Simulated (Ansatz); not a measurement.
Ansatz (a quantum-chemistry and plane-wave program) input (RPA@PBE/def2-QZVPP):
A basis named .json is the Basis Set Exchange file of that set.

Ansatz 0.2 input:
```yaml
crystal:
  periodic: [false, false, false]
  atoms:
    - {symbol: Y, position_ang: [-0.08806314, 0.31507353, 0.30485061]}
    - {symbol: F, position_ang: [-0.83464583, -1.55936178, -0.29091646]}
    - {symbol: F, position_ang: [0.08018695, 1.57714663, -1.12630298]}
    - {symbol: F, position_ang: [1.13606582, -1.38310346, 0.09620013]}
basis:
  gaussian:
    orbitals: def2-QZVPP.json
hamiltonian:
  xc: pbe
total_charge: 1
magnetization: {spin_polarized: true, initial_magnetization: 1}
correlation: {method: rpa, electrons: outside_noble_gas}
```

End of the output:

```
integrals: 0.67 GiB planned
1577 factors; integrals over basis functions are off by at most 7.5e-4 eV
mean field: 1.34 GiB planned
mean field evaluation 1: about -9167.2433 eV, gradient 8.1e1 eV
mean field evaluation 2: about -9167.2431 eV, gradient 8.1e1 eV
mean field evaluation 4: about -9183.3042 eV, gradient 2.4e1 eV
mean field evaluation 8: about -9185.6804 eV, gradient 1.0e0 eV
mean field evaluation 16: about -9185.6830 eV, gradient 4.2e-3 eV
mean field evaluation 32: about -9183.6238 eV, gradient 2.2e-1 eV
mean field evaluation 64: about -9185.1844 eV, gradient 2.4e0 eV
mean field evaluation 96: about -9185.5710 eV, gradient 7.2e0 eV
mean field -9185.68302434 eV, -337.5676248649 hartree, gradient 6.8e-6 eV, S^2 0.753856; 6 other end points of the search recorded, 0 dependent functions left out
7 core orbitals not correlated, not the lowest: weight in the atoms' cores, before any rotation towards them, 0.572 or more for the frozen orbitals, at most 0.453 for the correlated occupied ones
reference -9146.15120595 eV, -336.1148573348 hartree; 12, 11 occupied and 233, 234 virtual orbitals, 1577 factors
Total energy: -9183.47112966 eV, -337.4863392347 hartree
```

The spin state was set by rule; other spins were not relaxed.
